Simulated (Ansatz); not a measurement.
CH$_{3}$BrClSi, SMILES `C[Si](Cl)Br` radical from Hartree–Fock to CCSD(T)

```tsv
atom	x (Å)	y (Å)	z (Å)
C1	0.577	0.508	0.452
Si2	-0.716	-0.010	-0.787
Cl3	-2.410	-0.599	0.223
Br4	0.051	-1.720	-1.988
H5	1.488	0.817	-0.065
H6	0.203	1.339	1.054
H7	0.807	-0.334	1.110
```

The species carries charge 0 and has multiplicity 2. Correlated methods include outer-core shells of Br, which these sets cover unevenly. Scalar relativity is left out up to krypton. The structure was optimised at the PBE0-D4/def2-TZVP level. Frozen core, unrestricted reference, Ansatz.

```
     basis      HF (Eh)  MP2 corr.
  def2-SVP  -3359.95909   -0.58167
def2-TZVPP  -3360.58397   -0.73593
def2-QZVPP  -3360.65687   -1.09379
```

Estimate the CCSD correlation energy and the (T) correction in each basis where they were run (hartree).


```json
{"basis": "def2-SVP", "CCSD corr.": "-0.61735", "(T)": "-0.01550"}
{"basis": "def2-TZVPP", "CCSD corr.": "-0.77565", "(T)": "-0.03106"}
```
